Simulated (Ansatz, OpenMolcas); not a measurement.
**How basis sets differ on KI (Potassium Iodide)**

KI has 2 atoms, charge 0, and is taken as a singlet. SMILES: `[K][I]`. Geometry: the measured bond length.

```xyz
2

K     0.0000    0.0000    0.0000
I     0.0000    0.0000    3.0478
```

Quantity: the energy change with the K1–I2 bond stretched from 3.048 to 6.096 Å, in eV. The values are calculated.

| level | kind | program | value (eV) | less CCSD(T)/def2-TZVP | CPU time (all runs) |
| --- | --- | --- | --- | --- | --- |
| CCSD(T)/STO-3G (restricted) | coupled cluster or CI | Ansatz | 1.95 | -0.16 | 2 s |
| CCSD(T)/def2-SVP (core potential) (restricted) | coupled cluster or CI | OpenMolcas | 2.24 | +0.13 | 13 s |
| CCSD(T)/def2-SVPD (core potential) (restricted) | coupled cluster or CI | OpenMolcas | 1.92 | -0.19 | 27 s |
| CCSD(T)/def2-TZVP (core potential) (restricted) | coupled cluster or CI | OpenMolcas | 2.11 | 0.00 | 91 s |

CCSD(T)/def2-TZVP (core potential) (restricted) is the highest level here, not the true value. At this stretch a single reference begins to fail. All-electron rows without a relativistic Hamiltonian named are non-relativistic, while core potentials hold scalar relativity, so basis and relativity change together. The first shape isn't each level's own minimum. The values span 1.92 to 2.24 eV. High-level rows in very small sets aren't better than simpler rows in larger ones. In the correlated wave-function rows the outer d shell of I is correlated, in sets not made for it. CPU times are rough (shared hosts, several kinds of processor and program).
